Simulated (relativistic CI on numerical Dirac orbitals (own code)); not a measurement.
**Crystal-field levels of Cd4+, 4d8**

Calculated by Dirac-Coulomb-Breit CI, KLI orbitals optimised for each configuration, model QED (radiative potential, 1s self-energy scaled to tabulated hydrogen-like ionisation energies), valence Slater integrals scaled by 0.7, one configuration in a parametric crystal field (own radial code).

Field parameters in Wybourne normalisation: Td as Oh with Dq negative (B⁴₀ = 21Dq, B⁴₄ = √(5/14) B⁴₀). The field is a parameter set, without covalency.

S is read from ⟨S²⟩ = S(S + 1).

Site symmetry Td; labels are those of the double group. Computed levels in cm⁻¹ above the lowest, in rising order:

| Δ (size of 10Dq) | Lowest | No. 2 | No. 3 | No. 4 | No. 5 | No. 6 | No. 7 | No. 8 |
| --- | --- | --- | --- | --- | --- | --- | --- | --- |
| 3200 | A1 | 707 T1 | 1427 E | 2887 T2 | 6190 T2 | 6967 T1 | 7700 A2 | 8259 E |
| 5800 | A1 | 1024 T1 | 2266 E | 3935 T2 | 7507 T2 | 8863 T1 | 9824 E | 9937 A2 |
| 8400 | A1 | 1212 T1 | 2831 E | 4244 T2 | 9231 T2 | 10960 T1 | 11570 E | 12247 A2 |
| 10950 | A1 | 1327 T1 | 3188 E | 4322 T2 | 10826 T2 | 13141 T1 | 13319 E | 14567 A2 |
| 13550 | A1 | 1404 T1 | 3420 E | 4331 T2 | 12112 T2 | 14486 E | 15449 T1 | 16408 E |
| 16100 | A1 | 1455 T1 | 3568 E | 4314 T2 | 12972 T2 | 14797 E | 17769 T1 | 18347 E |
| 18700 | A1 | 1491 T1 | 3667 E | 4288 T2 | 13520 T2 | 14883 E | 20177 T1 | 20593 E |

Ground-state S against |10Dq| in cm⁻¹: 3200: 0.99, 5800: 0.99, 8400: 0.99, 10950: 0.99, 13550: 0.99, 16100: 0.99, 18700: 0.99.

No abrupt spin change occurs in this range.
